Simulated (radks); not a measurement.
Task: These are the eigenvalues of the occupied orbitals of an atom or ion with whole-number occupations (Ry). Method: scalar-relativistic Kohn-Sham, SCAN, spin-polarised, spherical densities, finite nucleus; meta-GGA in the generalised Kohn-Sham scheme; Fermi nuclear charge, rms radius of each element as measured or else 0.836 A^(1/3) + 0.57 fm; computed with a radial shooting solver on a logarithmic mesh with Libxc functionals.

| orbital | eigenvalue |
|---|---|
| 1s up | -5646.597 |
| 1s down | -5646.567 |
| 2s up | -1156.276 |
| 2s down | -1155.606 |
| 2p up | -1034.119 |
| 2p down | -1033.534 |
| 3s up | -414.1560 |
| 3s down | -413.1597 |
| 3p up | -377.7426 |
| 3p down | -376.7508 |
| 3d up | -339.8843 |
| 3d down | -338.7176 |

Which element is it, and in what charge state? The configuration may be excited. Open shells, if any, are filled with parallel spins first.

Result: Z = 76, osmium, charge +50: Os50+ in [Ar] 3d8. The list shows which subshells hold electrons but not how many an open one holds; the 1s level, -2823.3 hartree, gives Z - s = 75.1 by -(Z - s)^2/2, which with screening and relativity narrows Z to a few neighbours, and the depths of the outer levels then fix element, charge and occupations together.
